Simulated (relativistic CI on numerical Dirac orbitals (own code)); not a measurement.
Cd3+: 4d valence photoemission

Computed with this model: Dirac-Coulomb-Breit CI, KLI orbitals optimised for each configuration, QED by a radiative potential, valence Slater integrals scaled by 0.8, multiplet model of photoemission in the sudden approximation; configurations [Kr] 4d9 → [Kr] 4d8; 80 K; Lorentzian 0.42 eV and Gaussian 0.5 eV FWHM. Energies are those of the free ion, without screening or charge transfer. The energies are binding energies and can lie tens of eV above those of solids. S is read from ⟨S²⟩ = S(S + 1).

Field parameters in Wybourne normalisation: Td as Oh with Dq negative (B⁴₀ = 21Dq, B⁴₄ = √(5/14) B⁴₀). The field is a parameter set, without covalency.

Computed curve for Td, 10Dq = -12000 cm⁻¹, scaled to 100 at the maximum (points under 2 are left out and the grid is thinned):

Energy (eV), Intensity and a bar:
```
     48.5        2.0 
     48.7        2.3 
     48.9        2.8 
     49.1        3.4 
     49.4        4.7 #
     49.6        6.2 #
     49.8        8.7 ##
     50.0       13.6 ####
     50.2       24.1 #######
     50.4       44.8 #############
     50.7       87.7 ##########################
     50.9      100.0 ##############################
     51.1       89.6 ###########################
     51.3       66.8 ####################
     51.5       46.1 ##############
     51.7       38.6 ###########
     51.9       47.0 ##############
     52.2       74.4 ######################
     52.4       82.4 #########################
     52.6       75.1 ######################
     52.8       61.0 ##################
     53.0       47.4 ##############
     53.2       38.2 ###########
     53.5       46.6 ##############
     53.7       66.1 ####################
     53.9       77.4 #######################
     54.1       68.0 ####################
     54.3       50.2 ###############
     54.5       38.8 ###########
     54.7       31.6 #########
     55.0       18.1 #####
     55.2       10.8 ###
     55.4        6.8 #
     55.6        4.9 #
     55.8        3.8 #
     56.0        3.1 
     56.3        2.3 
     58.3        2.1 
     58.5        2.5 
     58.7        2.2
```

The ground state has S = 0.50, and the centroid lies at 52.42 eV.
